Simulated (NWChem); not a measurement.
Species: methylammonium (CH$_{6}$N cation); SMILES [NH3+]C

```xyz
8

C      0.0000     0.0000     0.8044
N      0.0000     0.0000    -0.7127
H      0.7322     0.7322     1.1446
H      0.2680    -1.0002     1.1446
H     -1.0002     0.2680     1.1446
H     -0.2475     0.9238    -1.0905
H     -0.6763    -0.6763    -1.0905
H      0.9238    -0.2475    -1.0905
```
Atoms are numbered in this order, from 1.

Computed with NWChem. Pople sets run with spherical d functions. The geometry was optimised at B3LYP/6-31G* (spherical d).

Problem. Taking PBE/6-311++G** as the yardstick, which of these has the fewest basis functions while keeping “highest occupied level (eV)” within 0.2 eV of it: PBE/6-31+G*; PBE/STO-3G; PBE/3-21G; PBE/6-31G*; PBE/6-311G**?

Solution. PBE/3-21G.
```
level           basis functions  highest occupied level (eV)
--------------  ---------------  ---------------------------
PBE/STO-3G                   16                       -15.56
PBE/3-21G                    30                       -15.78
PBE/6-31G*                   40                       -15.76
PBE/6-31+G*                  48                       -15.80
PBE/6-311G**                 72                       -15.79
PBE/6-311++G**               86                       -15.79
```

The yardstick is one finite set, not the basis-set limit.
